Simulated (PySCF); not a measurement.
Vertical excitations of a molecule C4H6 from TDA-PBE/def2-SVPD (PySCF), as energy in eV (oscillator strength): 6.32 (0.001), 6.51 (0.036), 6.74 (0.000), 6.95 (0.015), 6.97 (0.013), 7.51 (0.000), 7.57 (0.022), 7.66 (0.030), 7.71 (0.046), 8.28 (0.026). Lowest triplet (TDA): 5.35 eV. Geometry: B3LYP-D3(BJ)/def2-SVP. The values are those of a single conformer.

Problem. Which molecule gave these data?
A. C=C=CC
B. CC#CC
C. C#CCC
D. C=CC=C

Solution. C, C#CCC
